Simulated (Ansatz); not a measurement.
Reaction (atomization): `C[SiH](Cl)[SiH2]O` → C• + Cl• + 7 H• + O• + 2 Si•

Gas-phase electronic energies from Ansatz, PBE0-D4/def2-TZVP geometries. CCSD(T)/CBS is the MP2 limit (def2-TZVPP, def2-QZVPP) plus CCSD(T) − MP2 in def2-TZVPP, frozen cores. This one scheme is used for every species, atoms too. Functionals use def2-TZVPP. B3LYP here is the variant with VWN-RPA as its local correlation; programs differ in this. No spin–orbit coupling; open shells (•) take unrestricted orbitals. Spin–orbit coupling would lower the free atoms: a little for C, Cl, O, Si. Each species was taken in one conformer, which may not be the lowest.

| level | ΔE (kJ/mol) | difference from CCSD(T)/CBS |
| --- | --- | --- |
| PBE-D4 | 4166.5 | 3.5 |
| r2SCAN-D4 | 4160.0 | -3.0 |
| PBE0-D4 | 4126.4 | -36.6 |
| B3LYP-D4 | 4135.1 | -27.9 |
| ωB97X-V | 4173.7 | 10.7 |
| ωB97M-V | 4161.2 | -1.8 |
| PBE | 4136.9 | -26.1 |
| r2SCAN | 4152.6 | -10.4 |
| B3LYP | 4087.1 | -75.9 |
| SCS-MP2/def2-TZVPP | 4085.3 | -77.7 |
| CCSD(T)/def2-TZVPP | 4046.1 | -116.9 |
| HF/def2-QZVPP | 3112.6 | -1050.4 |
| MP2/def2-QZVPP | 4159.2 | -3.8 |
| SCS-MP2/def2-QZVPP | 4162.6 | -0.4 |
| HF/CBS(def2) | 3113.7 | -1049.3 |
| MP2/CBS(def2) | 4206.5 | 43.5 |
| CCSD(T)/CBS | 4163.0 | 0 |

Largest T1 diagnostic among the species: 0.012.

From PBE to PBE0 (25 % exact exchange), in def2-TZVPP and without D4, ΔE moves by −36.0 kJ/mol: exact exchange takes away binding that semilocal exchange gives to molecules. The D4 term adds +48.0 kJ/mol with B3LYP and +25.5 kJ/mol with PBE0; it sums over pairs of atoms, weighted by their polarisabilities, and B3LYP, whose exchange is more repulsive, gets the larger term. In def2-TZVPP, CCSD(T) changes the Hartree–Fock value by +940.7 kJ/mol (the triples alone add +50.4 kJ/mol) and MP2 by +984.2 kJ/mol; breaking electron pairs costs correlation energy, which Hartree–Fock lacks.

For atomizations the MP2-based limit and the directly extrapolated one differ by several kJ/mol either way, and by 10 to 25 for some Ge, Se and Sn compounds, so smaller differences from it don't rank the levels.
